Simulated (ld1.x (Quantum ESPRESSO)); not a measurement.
Results of a calculation; reference values are marked as such.
Potentials for nitrogen compared

Generated with ld1.x 7.5 (TM, RRKJ, ultrasoft, PAW), atompaw 4.2 or ONCVPSP 4.0.1. The cutoff is in Ry: for ld1.x and atompaw files where the sum of valence levels is converged to 10 mRy in a Bessel basis, for ONCV files where the hardest occupied wave has 1 mHa per electron of residual kinetic energy. The error is the largest all-electron minus pseudo excitation energy over each file’s own four to seven test configurations (ionisations up to +4, promotions, holes and added fractions of an electron), all of which were solved. The labels leave out finer settings (local radius, basis sizes, second energies), which also bear on the numbers. Spin-polarised tests are not counted. The rows are a selection from randomly drawn settings: files with unsolved tests, undetermined cutoffs or missed reference levels are left out.

| potential | cutoff (Ry) | largest error (meV) | bound ghosts |
| --- | --- | --- | --- |
| RRKJ, PBE, scalar-relativistic, rc 0.80/1.60/1.45 (spd), local p, core correction yes, reference 2s2 2p2 | 80 | +1042 | none |
| ultrasoft, PBE, fully relativistic, rc 0.75/1.35 (sp), local smoothed, core correction yes, reference 2s2 2p1 | 60 | +318 | none |
| ultrasoft, PBE, non-relativistic, rc 0.95/2.15 (sp), local smoothed, core correction yes, reference 2s2 2p2 | 30 | +195 | none |
| RRKJ, LDA (PZ), scalar-relativistic, rc 0.60/0.90 (sp), local s, core correction no, reference 2s2 2p0 | 230 | +603 | none |
| RRKJ, LDA (PZ), scalar-relativistic, rc 1.10/1.65 (sp), local p, core correction yes, reference 2s1.5 2p3.5 | 60 | +1747 | none |
| TM, PBE, scalar-relativistic, rc 0.90/1.10/1.05 (spd), local p, core correction yes, reference 2s1 2p4 | 80 | +421 | none |
| ultrasoft, revPBE, scalar-relativistic, rc 1.05/1.80/1.65 (spd), local smoothed, core correction yes, reference 2s1 2p4 | 21 | -52 | none |

(1) Fill in the row for N: RRKJ, PBE, non-relativistic, rc 1.00/1.80 (sp), local smoothed, core correction yes, reference 2s2 2p2.

(2) Fill in the row for N: RRKJ, PBE, non-relativistic, rc 1.05/1.40 (sp), local p, core correction no, reference 2s1.75 2p3.25.

Answers

(1) cutoff 80 Ry, largest error +1834 meV, bound ghosts: none.

(2) cutoff 70 Ry, largest error +975 meV, bound ghosts: none.
